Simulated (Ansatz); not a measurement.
`C[SiH2]C(F)Br` → `C[SiH2]Br` + `[CH]F`  (formal loss of a carbene)

Program: Ansatz. Geometries: PBE0-D4/def2-TZVP. ΔE: electronic, gas phase. CCSD(T)/CBS is the MP2 limit (def2-TZVPP, def2-QZVPP) plus CCSD(T) − MP2 in def2-TZVPP, frozen cores. This one scheme is used for every species. Functionals use def2-TZVPP. B3LYP here is the variant with VWN-RPA as its local correlation; programs differ in this. For Br outer-core shells are correlated without core-valence functions, which leaves a few kJ/mol of doubt a bond. Scalar relativity is left out up to krypton. Each species was taken in one conformer, which may not be the lowest.

```tsv
level	ΔE (kJ/mol)
PBE0-D4	260.9
ωB97M-V	235.4
B2PLYP	234.9
PBE0	253.3
B3LYP	227.3
CCSD/def2-TZVPP	225.5
MP2/def2-QZVPP	257.0
SCS-MP2/def2-QZVPP	239.5
```

(1) What does CCSD(T)/CBS give? (An estimate is asked.)

Largest T1 diagnostic among the species: 0.018.

## Answers

(1) The calculation gave: +235.6 kJ/mol. The listed levels differ from it by 25.3, -0.2, -0.7, 17.7, -8.3, -10.1, 21.4, 3.9 kJ/mol.

In def2-TZVPP, CCSD(T) changes the Hartree–Fock value by +61.4 kJ/mol (the triples alone add +6.8 kJ/mol) and MP2 by +84.5 kJ/mol. The D4 term adds +14.2 kJ/mol with B3LYP and +7.7 kJ/mol with PBE0; it sums over pairs of atoms, weighted by their polarisabilities, and B3LYP, whose exchange is more repulsive, gets the larger term.
